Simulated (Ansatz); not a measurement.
Hg₂O₃⁻. Charge -1, multiplicity 2. Geometry PBE0-D4/def2-SVPD; atoms count from 1.

```xyz
5

Hg    0.7783    0.1588   -0.5760
Hg   -1.5458   -0.0321    1.9012
O     1.5555   -0.1595   -2.4165
O     0.5426    0.7628    1.3339
O    -1.3306   -0.7300   -0.2426
```

In the def2 sets Hg takes a core potential; there is no spin–orbit coupling. The charge -1 doublet is spin-contaminated (final ⟨S²⟩ up to 1.79, 0.75 for a pure state). The geometry of the doublet was relaxed on an unsound state (⟨S²⟩ 1.79, where a pure state has 0.75). Another isomer (doublet) lies 2.06 eV lower at PBE0-D4/def2-TZVPD; other spin states weren't run for this one.

Estimate the Mulliken populations from the PBE0/def2-TZVPD orbitals of Ansatz.


```
atom  charge (e)  spin (α − β)  d electrons
 Hg1        0.82          0.00         9.76
 Hg2        0.26          0.60         9.93
  O3       -0.56         -1.00            –
  O4       -0.76          0.54            –
  O5       -0.77          0.86            –
```
Mulliken values and Mayer orders depend strongly on the basis. With diffuse functions, as here, like atoms can get unlike values, and bond orders can come out too low or too high.

Where does the spin sit?

Summed by element: Hg 0.60, O 0.40, of 1 unpaired in all. Largest on single atoms: O3 -1.00, O5 0.86, Hg2 0.60.

And the Mayer bond orders between bonded heavy atoms (over 0.3)?

Hg1–O3 0.55 (2.02 Å); Hg1–O4 0.59 (2.02 Å).
